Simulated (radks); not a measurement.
Results of a calculation; reference values are marked as such.
Excited configurations of Kr3+: one electron is placed in a higher orbital outside [Ar] 3d10 4s2 4p2. The ground configuration is [Ar] 3d10 4s2 4p3. Code: a radial shooting solver on a logarithmic mesh with Libxc functionals. Model: Dirac Kohn-Sham, LDA (Slater exchange, Perdew-Wang correlation), spin-unpolarised, spherical densities, finite nucleus; open shells are shared between the two j in proportion to 2j + 1; Fermi nuclear charge, rms radius 4.1884 fm. Excitation = E - E(ground); binding = E(ion) - E, where the ion is the core of charge +4; n* = 4/sqrt(2 binding) in atomic units, and the quantum defect is n - n*. Eigenvalue and <r> are those of j = l + 1/2.

| outer orbital | excitation (eV) | binding (eV) | n* | quantum defect | eigenvalue (eV) | <r> (bohr) |
|---|---|---|---|---|---|---|
| 4d | 21.468 | 28.618 | 2.758 | 1.242 | -23.773 | 2.269 |
| 4f | 35.293 | 14.792 | 3.836 | 0.164 | -12.215 | 3.875 |
| 5s | 24.111 | 25.974 | 2.895 | 2.105 | -22.913 | 3.246 |
| 5p | 28.650 | 21.436 | 3.187 | 1.813 | -18.751 | 3.711 |
| 5d | 35.062 | 15.024 | 3.807 | 1.193 | -13.106 | 4.852 |
| 6p | 37.609 | 12.477 | 4.177 | 1.823 | -11.054 | 6.483 |
| 6d | 40.582 | 9.503 | 4.786 | 1.214 | -8.410 | 8.060 |
| 6f | 43.306 | 6.780 | 5.666 | 0.334 | -5.978 | 10.76 |
| 7s | 40.894 | 9.192 | 4.867 | 2.133 | -8.248 | 9.074 |
| 7d | 43.512 | 6.574 | 5.754 | 1.246 | -5.870 | 11.99 |
| 7f | 45.114 | 4.972 | 6.617 | 0.383 | -4.433 | 15.29 |

Estimate the row for 7p.

Answer. excitation (eV) 41.890; binding (eV) 8.196; n* 5.154; quantum defect 1.846; eigenvalue (eV) -7.323; <r> (bohr) 9.968. The Delta-SCF ionisation energy is 50.086 eV (NIST Atomic Spectra Database: 50.9 eV, measured). Self-interaction in the functional shifts the binding energies and quantum defects, so they are the method's values and not measured ones. Spin polarisation and multiplet splitting are left out, so open shells lie too high by an amount that depends on their filling. Sharing an open shell by 2j + 1 raises it above the true ground level by a part of the spin-orbit splitting, which enters the differences from NIST.

Beside tabulated values, note that spin-unpolarised runs miss the spin-polarisation part of the exchange energy of open shells.
